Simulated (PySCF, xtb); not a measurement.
Sn(Cl)2(Br)(NH2) (BrCl₂H₂NSn), SMILES [NH2][Sn]([Cl])([Br])[Cl].

xtb 6.7.1 with GFN2-xTB at its own geometry gives an orbital gap of 2.21 eV and a dipole moment of 3.11 D.

Geometry optimised at r2SCAN-D4/def2-SVP. The def2 effective core potentials stand for the cores of Sn; spin–orbit coupling is left out. The values are those of a single conformer.

### Question
What does PySCF with B3LYP/def2-TZVP give? (The exact figures need the calculation; the answer reports its results.)

### Answer
gap 5.15 eV (levels -8.28 and -3.13 eV), dipole 2.72 D.
